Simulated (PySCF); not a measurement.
An unknown is described by computed data only.

Elements present: C, Cl and H. Monoisotopic mass: 179.9300 u.

| Property | Result |
| --- | --- |
| Dipole | 1.73 D [PBE0/def2-SVPD] |
| Rotational structure | rotational constants A, B, C: 1.457, 0.693, 0.665 GHz [GFN2-xTB] |
| 13C NMR | chemical shifts (computed TMS as zero) by class: 132.3 (1 C), 117.5 (1 C), 114.7 (1 C), 90.1 (1 C), 72.1 (1 C), 19.7 (1 C) ppm [GIAO PBE0/pcSseg-1] |
| UV, first state | lowest singlet excitation: 4.81 eV (258 nm, f = 0.010) [TDDFT PBE0/def2-SVPD] |
| Triplet | lowest triplet excitation (Tamm–Dancoff): 3.86 eV [TDA PBE0/def2-SVPD] |
| 1H NMR | chemical shifts (computed TMS as zero) by class: 7.15 (1 H), 2.78 (1 H), 1.30 (1 H) ppm [GIAO PBE0/pcSseg-1] |
| UV, strongest line | among the 6 lowest singlet transitions: S4 at 5.85 eV (212 nm, f = 0.121) [TDDFT PBE0/def2-SVPD] |
| NMR, other nuclei | isotropic shieldings of nuclei other than C and H, by class: 440 (3 Cl) ppm [GIAO PBE0/pcSseg-1] |

Gas-phase values; electronic properties from PySCF, density fitting. Levels stand in brackets. Geometry: GFN2-xTB; no solvent, vibrations or thermal averaging. Each NMR value is the plain mean over a class of atoms that symmetry, rotation or inversion makes alike.

Q: Which formula fits the mass and the elements?

A: C6H3Cl3 (calculated 179.9300). No other formula that holds each of these elements comes within 0.0003 u with a fitting electron parity and a possible valence count.

Q: Give a SMILES that accounts for the data.

A: Numbering: `[CH:1]#[C:2][C@@H:3]1[CH:4]=[C:5]1[C:6]([Cl:7])([Cl:8])[Cl:9]`. Its formula, C6H3Cl3, gives 4 degrees of unsaturation: 1 ring and 3 π bonds in the structure found. 6 carbons fall into 6 classes; from least to most shielded: fully substituted alkene carbon [C5] (132.3 ppm), alkene CH carbon [C4] (117.5 ppm), CCl3 carbon [C6] (114.7 ppm), alkyne carbon [C2] (90.1 ppm), terminal alkyne carbon [C1] (72.1 ppm), allylic carbon [C3] (19.7 ppm). Hydrogen classes from least to most shielded: 1 H on an alkene CH carbon, C4 (7.15 ppm), 1 H on an allylic carbon, C3 (2.78 ppm), 1 H on a terminal alkyne carbon, C1 (1.30 ppm). The other shieldings belong to: 440 ppm, chlorine of a CCl3 group [Cl7/Cl8/Cl9]. S1 is mainly HOMO→LUMO (weight 0.97); the largest Löwdin shares of the orbital it empties are 0.36 on the terminal alkyne carbon, 0.31 on the alkyne carbon, 0.11 on the allylic carbon and 0.07 on the fully substituted alkene carbon, of the orbital it fills 0.27 on the alkene CH carbon, 0.20 on the fully substituted alkene carbon, 0.16 on a chlorine of a CCl3 group and 0.14 on the CCl3 carbon. The optimised geometry has point group C1 and is an asymmetric top. Structure: `C#C[C@@H]1C=C1C(Cl)(Cl)Cl`. Computed isomers that give other values at the same levels: `CC#CC#CC(Cl)(Cl)Cl` (13C chemical shifts (computed TMS as zero) by class: 102.5 (1 C), 100.1 (1 C), 90.8 (1 C), 70.4 (1 C), 69.8 (1 C), 6.0 (1 C) ppm). The assignments are read from this structure; whether some other isomer fits the data as well wasn't checked. The mirror image fits equally. NMR values of atoms bound to several Cl lack the spin–orbit term that these neighbours bring.

Shape of the structure used: `[CH:1]#[C:2][C@@H:3]1[CH:4]=[C:5]1[C:6]([Cl:7])([Cl:8])[Cl:9]`: C4–C5–C6–Cl7 -125°.
